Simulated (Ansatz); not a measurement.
`FC1(F)C[SiH]1[SiH3]`, charge 0, multiplicity 1.

(1) Give a relaxed structure at PBE0-D4/def2-TZVP (Ansatz 0.2.0). (Estimate.)

Results:

(1) Computed: 
Z-matrix (Å, degrees):
```
C
F 1 1.352
C 1 1.502 2 115.5
F 1 1.350 2 108.7 3 -132.1
Si 1 1.880 2 121.6 3 77.6
H 3 1.086 1 115.2 2 -133.4
H 3 1.086 1 115.4 2 3.1
Si 5 2.322 1 118.9 2 -3.6
H 5 1.481 1 115.8 2 152.1
H 8 1.485 5 110.4 1 94.4
H 8 1.487 5 110.2 1 -145.0
H 8 1.485 5 107.6 1 -25.6
```
This is one stationary point; other conformers may exist.
